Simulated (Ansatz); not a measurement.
## Molecular dynamics of H₈OSSi₃

Input file:

```yaml
crystal:
  periodic: [false, false, false]
  atoms:
    - { symbol: O, position_ang: [-3.475391, 0.11084, 0.715974] }
    - { symbol: Si, position_ang: [-1.948234, -0.375131, 0.066656] }
    - { symbol: S, position_ang: [-0.518832, -0.710002, 1.63617] }
    - { symbol: Si, position_ang: [1.219137, -0.918478, 0.412073] }
    - { symbol: Si, position_ang: [1.962514, 0.968451, -0.597124] }
    - { symbol: H, position_ang: [-3.261775, 1.027357, 1.146177] }
    - { symbol: H, position_ang: [-1.403265, 0.611679, -0.877387] }
    - { symbol: H, position_ang: [-2.248712, -1.593765, -0.679765] }
    - { symbol: H, position_ang: [1.003681, -1.944133, -0.60771] }
    - { symbol: H, position_ang: [2.261155, -1.424209, 1.296782] }
    - { symbol: H, position_ang: [2.051276, 2.075072, 0.343514] }
    - { symbol: H, position_ang: [3.28929, 0.752654, -1.156313] }
    - { symbol: H, position_ang: [1.089557, 1.384965, -1.684147] }
basis:
  gaussian: { orbitals: STO-3G }
hamiltonian:
  xc: pbe
  dispersion: d4
md:
  timestep: 0.5
  n_steps: 250
  ensemble: nvt_langevin
  temperature: 300.0
  initial_velocities: maxwell_boltzmann
  seed: 743018
  friction: 0.02
scf:
  lower_state_search: "off"
```

Launched with:

```bash
$ ansatz run input.yaml --threads 1 --pin off --max-ram 2048MiB --backend cpu --events-out ev --progress --plain --runs-dir out
```

It starts from a relaxed structure.

Output, in part (step lines, the closing report, with atoms numbered from 0):

```
md step     0: t =     0.00 fs  T =   276.9 K  F+E_penalty+E_count = -36204.16599198 eV  E_kin = 0.465336 eV  (14 SCF iters)
[... lines left out ...]
Total energy: -36203.92658815 eV, -1330.4697622115 hartree
Atom 0 at    -3.345893    -0.039743     0.318604 Å, force    -0.269012    -0.421690    -0.181580 eV/Å
Atom 1 at    -1.773377    -0.582939    -0.065955 Å, force     0.875378     0.619589    -0.555865 eV/Å
Atom 2 at    -0.500008    -0.590109     1.646397 Å, force     0.193177    -0.117131     0.115852 eV/Å
Atom 3 at     1.312795    -1.017611     0.597378 Å, force     0.660052    -0.296795     0.963613 eV/Å
Atom 4 at     2.035420     0.645833    -0.691052 Å, force     1.827887    -0.266899    -0.968122 eV/Å
Atom 5 at    -3.133361     0.907826     0.607256 Å, force    -0.223621     1.116191     0.379294 eV/Å
Atom 6 at    -1.073782     0.154494    -1.175526 Å, force    -0.438660    -0.179348     0.546438 eV/Å
Atom 7 at    -1.997226    -1.893241    -0.541474 Å, force    -0.152990    -1.187815    -0.454090 eV/Å
Atom 8 at     1.289896    -2.198805    -0.244064 Å, force    -0.282599    -0.350911     0.009351 eV/Å
Atom 9 at     2.322859    -1.285590     1.654474 Å, force    -0.480743     0.092515    -0.451602 eV/Å
Atom 10 at     1.316920     1.810707    -0.379492 Å, force    -0.889552     1.188632    -0.011223 eV/Å
Atom 11 at     3.444226     1.035264    -0.452081 Å, force    -0.505831    -0.365966     0.102076 eV/Å
Atom 12 at     2.009486     0.337538    -2.136106 Å, force    -0.313487     0.169628     0.505858 eV/Å
Dipole moment:     0.053501     0.153620    -0.094466 e Å
```

The steps, from the saved trajectory:

```tsv
time (fs)	T (K)	potential energy less start (eV)
0	277	0.000
4	165	0.203
8	164	0.213
12	145	0.261
16	163	0.284
20	201	0.196
24	189	0.258
28	205	0.276
32	209	0.283
36	150	0.407
40	258	0.328
44	287	0.271
48	254	0.318
52	251	0.310
56	258	0.372
60	331	0.307
64	368	0.306
68	313	0.417
72	269	0.448
76	372	0.296
80	283	0.431
84	261	0.411
88	252	0.382
92	264	0.292
96	265	0.242
100	199	0.425
104	294	0.241
108	314	0.234
112	249	0.406
116	285	0.324
120	293	0.289
124	308	0.208
```

The run went to its last step. A run of 0.12 ps of so small a system gives no equilibrium averages. Limits of this set-up: minimal basis.

The same pairs are bonded in the first frame and the last. Pairs count as bonded within 1.25 times the sum of covalent radii (0.12 Å more for H–H).

Last frame:

```xyz
13
Properties=species:S:1:pos:R:3
O -3.346 -0.040 0.319
Si -1.773 -0.583 -0.066
S -0.500 -0.590 1.646
Si 1.313 -1.018 0.597
Si 2.035 0.646 -0.691
H -3.133 0.908 0.607
H -1.074 0.154 -1.175
H -1.997 -1.893 -0.541
H 1.290 -2.199 -0.244
H 2.323 -1.286 1.655
H 1.317 1.811 -0.380
H 3.444 1.035 -0.452
H 2.010 0.338 -2.136
```

Run time: 7.9 min on 1 thread of Arm Neoverse V2 (shared host), peak memory 0.089 GiB.
